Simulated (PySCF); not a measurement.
Does the answer move with the share of exact exchange?

Species: C₃H₈FNSi.
SMILES: `FCC/C=N\[SiH3]`

Torsions of this conformer, `[F:1][CH2:2][CH2:3]/[CH:4]=[N:5]\[SiH3:6]`: F1–C2–C3–C4 -62°, C2–C3–C4–N5 -131°.

PySCF, pcSseg-1 basis, density fitting, gas phase, PBE0-D3(BJ)/def2-SVP geometry. One functional is left out:

```json
{"functional": "B97-D", "exact exchange (%)": "0", "HOMO energy (eV)": "-5.57", "LUMO energy (eV)": "-1.81", "dipole moment (D)": "2.288"}
{"functional": "BLYP", "exact exchange (%)": "0", "HOMO energy (eV)": "-5.43", "LUMO energy (eV)": "-1.76", "dipole moment (D)": "2.239"}
{"functional": "BP86", "exact exchange (%)": "0", "HOMO energy (eV)": "-5.67", "LUMO energy (eV)": "-2.01", "dipole moment (D)": "2.281"}
{"functional": "LDA", "exact exchange (%)": "0", "HOMO energy (eV)": "-5.65", "LUMO energy (eV)": "-2.15", "dipole moment (D)": "2.333"}
{"functional": "OPBE", "exact exchange (%)": "0", "HOMO energy (eV)": "-5.53", "LUMO energy (eV)": "-1.82", "dipole moment (D)": "2.250"}
{"functional": "PBE", "exact exchange (%)": "0", "HOMO energy (eV)": "-5.55", "LUMO energy (eV)": "-1.92", "dipole moment (D)": "2.247"}
{"functional": "B3LYP", "exact exchange (%)": "20", "HOMO energy (eV)": "-6.71", "LUMO energy (eV)": "-1.07", "dipole moment (D)": "2.379"}
{"functional": "PBE0", "exact exchange (%)": "25", "HOMO energy (eV)": "-6.95", "LUMO energy (eV)": "-0.85", "dipole moment (D)": "2.413"}
{"functional": "mPW1PW91", "exact exchange (%)": "25", "HOMO energy (eV)": "-6.99", "LUMO energy (eV)": "-0.86", "dipole moment (D)": "2.431"}
{"functional": "BHandHLYP", "exact exchange (%)": "50", "HOMO energy (eV)": "-8.27", "LUMO energy (eV)": "0.35", "dipole moment (D)": "2.548"}
```

Q: Predict the row of B97-2 (21 % exact exchange) by straight lines through the other rows, and check it.

A: 
| property | line | computed | computed − line | B3LYP (20 %), for comparison |
| --- | --- | --- | --- | --- |
| HOMO energy (eV) | -6.72 | -6.69 | +0.03 | -6.71 |
| LUMO energy (eV) | -0.99 | -0.91 | +0.08 | -1.07 |
| dipole moment (D) | 2.391 | 2.403 | +0.012 | 2.379 |

Q: Which of these properties follows the share of exact exchange most closely, and which least?

A: Most closely the HOMO energy, least the dipole moment; the correlations over the tabulated rows are HOMO energy -0.997, LUMO energy 0.989, dipole moment 0.963. The HOMO energy moves by -0.547 eV for every 10 %. Functionals with the same share still differ in their other parts: at 0 % BLYP and BP86 differ by 0.24 eV in it.
